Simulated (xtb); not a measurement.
CH$_{4}$AlO (SMILES [CH3][Al+][OH]), charge +1, singlet, from a rough starting geometry (GFN-xTB shapes and energies of metal compounds can be far from the true ones); GFN2-xTB in xtb.

xtb was given this input:
```
$ xtb mol.xyz --gfn 2 --chrg 1 --opt vtight --json

# file mol.xyz
7

Al     0.10516946    -0.59069635     0.33741880
C     -0.15413465     1.06257660    -0.71772424
H     -0.92808429     1.65143341    -0.27017967
H     -0.52696435     0.82004476    -1.80018202
H      0.85879117     1.58821918    -0.72443817
O      0.25868346    -1.88624754     1.23203808
H      0.44690341    -2.64212093     1.81511770
```

Output, abridged:

```
   ID    Z sym.   atoms
    1   13 Al     1
    2    6 C      2
    3    1 H      3-5, 7
    4    8 O      6

           -------------------------------------------------
          |                Calculation Setup                |
           -------------------------------------------------

           -------------------------------------------------
          |                 G F N 2 - x T B                 |
           -------------------------------------------------

          ...................................................
          :                      SETUP                      :
          :.................................................:
          :  # basis functions                  22          :
          :  # atomic orbitals                  21          :
          :  # shells                           11          :
          :  # electrons                        16          :
          :  max. iterations                   250          :
          :  Hamiltonian                  GFN2-xTB          :
          :  restarted?                      false          :
          :  GBSA solvation                  false          :
          :  PC potential                    false          :
          :  electronic temp.          300.0000000     K    :
          :  accuracy                    1.0000000          :
          :  -> integral cutoff          0.2500000E+02      :
          :  -> integral neglect         0.1000000E-07      :
          :  -> SCF convergence          0.1000000E-05 Eh   :
          :  -> wf. convergence          0.1000000E-03 e    :
          :  Broyden damping             0.4000000          :
          :  net charge                          1          :
          :  unpaired electrons                  0          :
          ...................................................

 iter      E             dE          RMSdq      gap      omega  full diag
   1     -8.9594517 -0.895945E+01  0.242E+01    4.13       0.0  T
   2     -8.9708656 -0.114139E-01  0.165E+01    3.71       1.0  T
   3     -8.5031377  0.467728E+00  0.117E+01    5.03       1.0  T
   4     -9.0011794 -0.498042E+00  0.143E+00    4.16       1.0  T
   5     -9.0111964 -0.100170E-01  0.742E-01    3.98       1.0  T
   6     -9.0115230 -0.326627E-03  0.262E-01    4.02       1.0  T
   7     -9.0115440 -0.209852E-04  0.971E-02    4.00       1.0  T
   8     -9.0115624 -0.183556E-04  0.339E-02    3.99       1.1  T
   9     -9.0115677 -0.536569E-05  0.168E-02    4.00       2.3  T
  10     -9.0115693 -0.157195E-05  0.481E-03    3.99       7.9  T
  11     -9.0115695 -0.148695E-06  0.108E-03    3.99      35.0  T
  12     -9.0115695 -0.601485E-08  0.660E-04    3.99      57.2  T
  13     -9.0115695 -0.300398E-09  0.669E-05    3.99     565.1  T

   *** convergence criteria satisfied after 13 iterations ***

         :::::::::::::::::::::::::::::::::::::::::::::::::::::
         ::                     SUMMARY                     ::
         :::::::::::::::::::::::::::::::::::::::::::::::::::::
         :: total energy              -8.918283805927 Eh    ::
         :: gradient norm              0.072750026856 Eh/a0 ::
         :: HOMO-LUMO gap              3.994160758054 eV    ::
         ::.................................................::
         :: SCC energy                -9.011569479492 Eh    ::
         :: -> isotropic ES            0.133114477914 Eh    ::
         :: -> anisotropic ES         -0.020369887383 Eh    ::
         :: -> anisotropic XC         -0.012589042813 Eh    ::
         :: -> dispersion             -0.001767213370 Eh    ::
         :: repulsion energy           0.093285673565 Eh    ::
         :: add. restraining           0.000000000000 Eh    ::
         :: total charge               1.000000000000 e     ::
         :::::::::::::::::::::::::::::::::::::::::::::::::::::

      -----------------------------------------------------------
     |                   =====================                   |
     |                        A N C O P T                        |
     |                   =====================                   |
     |               Approximate Normal Coordinate               |
     |                Rational Function Optimizer                |
      -----------------------------------------------------------
      -----------------------------------------------------------
     |                   =====================                   |
     |                        A N C O P T                        |
     |                   =====================                   |
     |               Approximate Normal Coordinate               |
     |                Rational Function Optimizer                |
      -----------------------------------------------------------

          ...................................................
          :                      SETUP                      :
          :.................................................:
          :   optimization level         verytight          :
          :   max. optcycles                   200          :
          :   ANC micro-cycles                  20          :
          :   degrees of freedom                15          :
          :.................................................:
          :   RF solver                   davidson          :
          :   write xtbopt.log                true          :
          :   linear?                        false          :
          :   energy convergence         0.1000000E-06 Eh   :
          :   grad. convergence          0.2000000E-03 Eh/α :
          :   maxmium RF displ.          1.0000000          :
          :   Hlow (freq-cutoff)         0.1000000E-01      :
          :   Hmax (freq-cutoff)         5.0000000          :
          :   S6 in model hess.         20.0000000          :
          ...................................................

generating ANC from exact Hessian ...
Using Lindh-Hessian (1995)
[...]
 * total energy  :    -8.9238065 Eh     change       -0.1825088E-06 Eh
 * total energy  :    -8.9238067 Eh     change       -0.1708785E-06 Eh
 * total energy  :    -8.9238069 Eh     change       -0.1537219E-06 Eh
 * total energy  :    -8.9238070 Eh     change       -0.1462050E-06 Eh
 * total energy  :    -8.9238072 Eh     change       -0.1473632E-06 Eh
 * total energy  :    -8.9238073 Eh     change       -0.1565768E-06 Eh
 * total energy  :    -8.9238075 Eh     change       -0.1640336E-06 Eh
 * total energy  :    -8.9238115 Eh     change       -0.3997613E-05 Eh
 * total energy  :    -8.9238039 Eh     change        0.7592312E-05 Eh
 * total energy  :    -8.9238138 Eh     change       -0.9884013E-05 Eh
 * total energy  :    -8.9238144 Eh     change       -0.6210173E-06 Eh
 * total energy  :    -8.9238163 Eh     change       -0.1894890E-05 Eh
 * total energy  :    -8.9238163 Eh     change       -0.6353547E-07 Eh
   *** GEOMETRY OPTIMIZATION CONVERGED AFTER 27 ITERATIONS ***
[...]
          :  Broyden damping             0.4000000          :
          :  net charge                          1          :
          :  unpaired electrons                  0          :
          ...................................................

 iter      E             dE          RMSdq      gap      omega  full diag
   1     -9.0228042 -0.902280E+01  0.352E-05    4.07       0.0  T
   2     -9.0228042  0.811795E-12  0.264E-05    4.07    1433.0  T
   3     -9.0228042 -0.167866E-11  0.184E-05    4.07    2052.3  T

   *** convergence criteria satisfied after 3 iterations ***

         :::::::::::::::::::::::::::::::::::::::::::::::::::::
         ::                     SUMMARY                     ::
         :::::::::::::::::::::::::::::::::::::::::::::::::::::
         :: total energy              -8.923816340069 Eh    ::
         :: gradient norm              0.000040673600 Eh/a0 ::
         :: HOMO-LUMO gap              4.071644223810 eV    ::
         ::.................................................::
         :: SCC energy                -9.022804222304 Eh    ::
         :: -> isotropic ES            0.133980810535 Eh    ::
         :: -> anisotropic ES         -0.020161372625 Eh    ::
         :: -> anisotropic XC         -0.013285509945 Eh    ::
         :: -> dispersion             -0.001760892562 Eh    ::
         :: repulsion energy           0.098987882235 Eh    ::
         :: add. restraining           0.000000000000 Eh    ::
         :: total charge               1.000000000000 e     ::
         :::::::::::::::::::::::::::::::::::::::::::::::::::::

           -------------------------------------------------
          |                Property Printout                |
           -------------------------------------------------

    * Orbital Energies and Occupations

         #    Occupation            Energy/Eh            Energy/eV
      -------------------------------------------------------------
         1        2.0000           -0.8859736             -24.1086
         2        2.0000           -0.8027340             -21.8435
         3        2.0000           -0.7781498             -21.1745
         4        2.0000           -0.6986279             -19.0106
         5        2.0000           -0.6986268             -19.0106
         6        2.0000           -0.6804959             -18.5172
         7        2.0000           -0.6804937             -18.5172
         8        2.0000           -0.6569780             -17.8773 (HOMO)
         9                         -0.5073478             -13.8056 (LUMO)
        10                         -0.3725300             -10.1371
        11                         -0.3725042             -10.1364
        12                         -0.3330540              -9.0629
        13                         -0.3330166              -9.0618
        14                         -0.1418661              -3.8604
        15                         -0.1418636              -3.8603
        16                         -0.0874056              -2.3784
        17                         -0.0308890              -0.8405
        18                          0.0219834               0.5982
        19                          0.0220030               0.5987
       ...                                ...                  ...
        21                          1.0958434              29.8194
      -------------------------------------------------------------
                  HL-Gap            0.1496302 Eh            4.0716 eV
             Fermi-level           -0.5821629 Eh          -15.8415 eV

     #   Z          covCN         q      C6AA      α(0)
     1  13 Al       1.576     0.524   187.330    33.625
     2   6 C        3.610    -0.178    24.572     7.158
     3   1 H        0.924     0.189     1.155     1.681
     4   1 H        0.924     0.189     1.155     1.681
     5   1 H        0.924     0.189     1.155     1.681
     6   8 O        1.541    -0.325    19.534     5.962
     7   1 H        0.806     0.412     0.463     1.069

 Mol. C6AA /au·bohr⁶  :        683.919118
 Mol. C8AA /au·bohr⁸  :      35734.473964
 Mol. α(0) /au        :         52.856504

Wiberg/Mayer (AO) data.
largest (>0.10) Wiberg bond orders for each atom

 ---------------------------------------------------------------------------
     #   Z sym  total        # sym  WBO       # sym  WBO       # sym  WBO
 ---------------------------------------------------------------------------
     1  13 Al   3.308 --     6 O    1.695     2 C    1.298
     2   6 C    3.982 --     1 Al   1.298     4 H    0.869     3 H    0.869
                             5 H    0.869
     3   1 H    0.964 --     2 C    0.869
     4   1 H    0.964 --     2 C    0.869
     5   1 H    0.964 --     2 C    0.869
     6   8 O    2.546 --     1 Al   1.695     7 H    0.775
     7   1 H    0.831 --     6 O    0.775
 ---------------------------------------------------------------------------

Topologies differ in total number of bonds
Writing topology from bond orders to xtbtopo.mol

molecular dipole:
                 x           y           z       tot (Debye)
 q only:        0.075      -0.378       0.222
   full:        0.082      -0.417       0.249       1.252
molecular quadrupole (traceless):
                xx          xy          yy          xz          yz          zz
 q only:       -6.468      -2.169       6.981       1.465      -9.317      -0.513
  q+dip:       -7.701      -2.582       8.311       1.744     -11.095      -0.610
   full:       -4.469      -1.502       4.833       1.012      -6.435      -0.364

optimized geometry written to: xtbopt.xyz

           -------------------------------------------------
          | TOTAL ENERGY               -8.923816340069 Eh   |
          | GRADIENT NORM               0.000040673600 Eh/α |
          | HOMO-LUMO GAP               4.071644223810 eV   |
           -------------------------------------------------

normal termination of xtb
```
